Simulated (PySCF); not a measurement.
Rows and methods have been separated. Pair them.

C3H5ClF2Si.
Cartesian coordinates in Å at the PBE0-D3(BJ)/def2-SVP level; atoms count from 1:
```
atom  x, y, z in Å
F1    -0.6411   -1.4876    0.7658
C2    -1.5817   -0.6062    0.3178
C3    -0.9505    0.6204   -0.2548
F4    -1.8875    1.4878   -0.6234
C5     0.3563    0.8673   -0.4062
Si6    1.7944   -0.2701    0.0691
Cl7    0.8041    2.3945   -1.1091
H8    -2.2026   -1.0955   -0.4538
H9    -2.2434   -0.3155    1.1528
H10    1.7091   -1.5789   -0.6386
H11    1.8557   -0.4825    1.5431
H12    3.0246    0.4455   -0.3725
```

The closed-shell ground state was solved 4 times with PySCF (density fitting, gas phase), always with PBE0, in these basis sets: 6-311+G(2d,p), 6-31G, STO-3G and pcSseg-0.

```csv
row,total energy (Eh),HOMO (eV),LUMO (eV),dipole (D)
P,-1066.1809,-7.38,-0.75,1.94
Q,-1064.4487,-7.49,-0.72,2.35
R,-1053.4516,-4.62,3.04,2.40
S,-1065.8865,-7.31,-0.41,2.18
```

**Question.** Which basis belongs to which row?

**Answer.** P = 6-311+G(2d,p), Q = pcSseg-0, R = STO-3G, S = 6-31G. From the lowest total energy up: 6-311+G(2d,p) (235 functions) 0 eV; 6-31G (81 functions) +8.01 eV; pcSseg-0 (81 functions) +47.13 eV; STO-3G (48 functions) +346.38 eV.

One conformer stands for the species.
